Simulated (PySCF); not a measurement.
PySCF input file for C₂H₂N₃, SMILES C1=N[N]C=N1, multiplicity 2, PBE0-D3(BJ)/def2-SVP. Coordinates come from a PBE0-D3(BJ)/def2-SVP optimisation. The isomer is the one that the SMILES or the coordinates give; other isomers of the formula were not compared.

```python
import numpy as np
from pyscf import gto, scf, dft, df
from pyscf.hessian import thermo

mol = gto.M(
    atom='''
    C     0.00000000    1.05080366    0.32859207
    N    -0.00000000    0.00000000    1.15778058
    C    -0.00000000   -1.05080365    0.32859207
    N    -0.00000000   -0.61835801   -0.94719987
    N    -0.00000000    0.61835801   -0.94719987
    H     0.00000000    2.10161650    0.60661464
    H     0.00000001   -2.10161651    0.60661465
    ''',
    basis='def2-SVP',
    charge=0,
    spin=1,
    max_memory=1600,
    verbose=3,
)
mf = dft.UKS(mol, xc='pbe0').density_fit(auxbasis='def2-universal-jkfit')
mf.disp = 'd3bj'
mf.grids.level = 3
mf.conv_tol = 1e-11
mf.max_cycle = 100
mf.kernel()
fine, coarse = mf.grids, dft.Grids(mol).set(level=1).build(with_non0tab=True)
for _ in range(3):  # follow internal instabilities
    mf.grids = coarse
    mo, _, stable, _ = mf.stability(return_status=True, nroots=4)
    mf.grids = fine
    if stable:
        break
    mf.kernel(mf.make_rdm1(mo, mf.mo_occ))

# [left out here: the lines that compute and print the analytic Hessian (its translational invariance restored by hand, since the grid's response is missing), thermochemistry and intensities]
```

Log of the run:

```

WARN: HOMO -0.260638415165814 >= LUMO -0.260638415165816

converged SCF energy = -241.10542004497  <S^2> = 0.7689019  2S+1 = 2.0188134
<class 'pyscf.df.df_jk.DFUKS'> wavefunction has an internal instability
converged SCF energy = -241.113245009342  <S^2> = 0.75611741  2S+1 = 2.0061081
<class 'pyscf.df.df_jk.DFUKS'> wavefunction is stable in the internal stability analysis

WARN: DFTD3 does not support analytical Hessian, using finite difference


WARN: Mole.unit (angstrom) is changed to Bohr

Mode                                 0                   1                   2
Irrep
Freq [cm^-1]                      253.0901            423.9545            528.3658
Reduced mass [au]                  11.1266             10.5774             11.5175
Force const [Dyne/A]                0.4199              1.1201              1.8944
Char temp [K]                     364.1403            609.9761            760.2007
Normal mode                   x     y     z       x     y     z       x     y     z
       0   C                -0.00 -0.07 -0.08    0.15 -0.00  0.00    0.10 -0.00 -0.00
       1   N                 0.00 -0.06 -0.00   -0.16 -0.00  0.00    0.00 -0.00 -0.00
       2   C                 0.00 -0.07  0.08    0.15  0.00  0.00   -0.10 -0.00  0.00
       3   N                -0.00  0.10  0.12   -0.05 -0.00 -0.00    0.16  0.00  0.00
       4   N                 0.00  0.10 -0.12   -0.05  0.00 -0.00   -0.16  0.00 -0.00
       5   H                -0.00 -0.09  0.00    0.10 -0.00  0.00    0.08 -0.00  0.00
       6   H                 0.00 -0.09 -0.00    0.10  0.00  0.00   -0.08 -0.00 -0.00
Mode                                 3                   4                   5
Irrep
Freq [cm^-1]                      811.9415            848.1351            972.9242
Reduced mass [au]                   1.0715              1.2438              8.5292
Force const [Dyne/A]                0.4162              0.5271              4.7568
Char temp [K]                    1168.2030           1220.2775           1399.8214
Normal mode                   x     y     z       x     y     z       x     y     z
       0   C                -0.05  0.00 -0.00   -0.09 -0.00 -0.00   -0.00 -0.12  0.00
       1   N                -0.02 -0.00 -0.00    0.00 -0.00  0.00    0.00  0.00  0.18
       2   C                -0.05 -0.00 -0.00    0.09 -0.00  0.00   -0.00  0.12  0.00
       3   N                 0.00  0.00  0.00    0.02  0.00 -0.00    0.00 -0.00 -0.08
       4   N                 0.00 -0.00  0.00   -0.02  0.00  0.00    0.00  0.00 -0.08
       5   H                 0.68  0.00 -0.00    0.63 -0.00 -0.00    0.00 -0.09 -0.12
       6   H                 0.68 -0.00 -0.00   -0.63 -0.00  0.00    0.00  0.09 -0.12
Mode                                 6                   7                   8
Irrep
Freq [cm^-1]                     1139.1874           1186.8592           1282.0217
Reduced mass [au]                   1.3162              2.1123              7.4347
Force const [Dyne/A]                1.0064              1.7531              7.1995
Char temp [K]                    1639.0370           1707.6261           1844.5437
Normal mode                   x     y     z       x     y     z       x     y     z
       0   C                 0.00  0.04 -0.05    0.00 -0.01 -0.08    0.00 -0.14 -0.07
       1   N                -0.00  0.00  0.06   -0.00 -0.08  0.00   -0.00 -0.00 -0.07
       2   C                 0.00 -0.04 -0.05   -0.00 -0.01  0.08    0.00  0.14 -0.07
       3   N                -0.00  0.02  0.05    0.00  0.04 -0.10   -0.00  0.01  0.10
       4   N                -0.00 -0.02  0.05   -0.00  0.04  0.10   -0.00 -0.01  0.10
       5   H                -0.00  0.19 -0.58   -0.00  0.08 -0.46   -0.00 -0.17 -0.02
       6   H                -0.00 -0.19 -0.58    0.00  0.08  0.46   -0.00  0.17 -0.02
Mode                                 9                  10                  11
Irrep
Freq [cm^-1]                     1288.0623           1385.5980           1442.5572
Reduced mass [au]                   2.0238              8.3444              4.0737
Force const [Dyne/A]                1.9783              9.4389              4.9947
Char temp [K]                    1853.2349           1993.5670           2075.5186
Normal mode                   x     y     z       x     y     z       x     y     z
       0   C                -0.00  0.00  0.12   -0.00 -0.13  0.03   -0.00 -0.06  0.14
       1   N                 0.00 -0.02  0.00    0.00  0.18  0.00    0.00  0.00 -0.12
       2   C                 0.00  0.00 -0.12    0.00 -0.13 -0.03   -0.00  0.06  0.14
       3   N                -0.00 -0.00  0.08   -0.00  0.03 -0.04    0.00  0.04 -0.03
       4   N                 0.00 -0.00 -0.08    0.00  0.03  0.04    0.00 -0.04 -0.03
       5   H                 0.00  0.16 -0.45   -0.00 -0.11 -0.10    0.00  0.05 -0.30
       6   H                -0.00  0.16  0.45    0.00 -0.11  0.10    0.00 -0.05 -0.30
Mode                                12                  13                  14
Irrep
Freq [cm^-1]                     1678.4411           3308.0030           3314.6040
Reduced mass [au]                  10.1395              1.0941              1.1033
Force const [Dyne/A]               16.8299              7.0538              7.1420
Char temp [K]                    2414.9030           4759.4798           4768.9771
Normal mode                   x     y     z       x     y     z       x     y     z
       0   C                 0.00  0.01 -0.02    0.00 -0.06 -0.02   -0.00 -0.06 -0.02
       1   N                -0.00 -0.00  0.03    0.00  0.00  0.00    0.00  0.00 -0.00
       2   C                 0.00 -0.01 -0.02   -0.00 -0.06  0.02   -0.00  0.06 -0.02
       3   N                -0.00  0.18 -0.01    0.00  0.00 -0.00    0.00  0.00  0.00
       4   N                -0.00 -0.18 -0.01   -0.00  0.00  0.00    0.00 -0.00  0.00
       5   H                -0.00 -0.03  0.12   -0.00  0.65  0.17    0.00  0.65  0.17
       6   H                -0.00  0.03  0.12    0.00  0.65 -0.17    0.00 -0.65  0.17
temperature 298.1500 [K]
pressure 101325.00 [Pa]
Rotational constants [GHz] 10.95300 10.70175 5.41296
Symmetry number 2
Zero-point energy (ZPE) 0.04525 [Eh]   118811.579 [J/mol]
                           tot       elec      trans        rot        vib
Entropy [J/mol/K]       276.811      5.763    161.381     93.573     16.094
Cv [J/mol/K]             54.197      0.000     12.472     12.472     29.254
Cp [J/mol/K]             62.511      0.000     20.786     12.472     29.254
Internal energy [J/mol]                      3718.434   3718.434 122050.542
Internal energy [Eh]   -241.06393  -241.11325
Enthalpy [J/mol]                             6197.391   3718.434 122050.542
Enthalpy [Eh]          -241.06298
Gibbs free energy [J/mol]                  -41918.363 -24180.412 117252.098
Gibbs free energy [Eh] -241.09442
mode   freq/cm-1   IR/(km/mol)
   1      253.09       355.064
   2      423.95        84.298
   3      528.37         0.000
   4      811.94        30.490
   5      848.14         0.000
   6      972.92         1.175
   7     1139.19        61.497
   8     1186.86         0.042
   9     1282.02        10.803
  10     1288.06         0.023
  11     1385.60        24.066
  12     1442.56        14.035
  13     1678.44        24.736
  14     3308.00         1.109
  15     3314.60         0.724
max |gradient| / (hartree/bohr): 3.7009413340479314e-05
APT charges: [ 0.5504 -0.3892  0.5505 -0.456  -0.456   0.1001  0.1001]
```

Self-consistency was reached.

Cost: roughly 2.6 core-minutes.
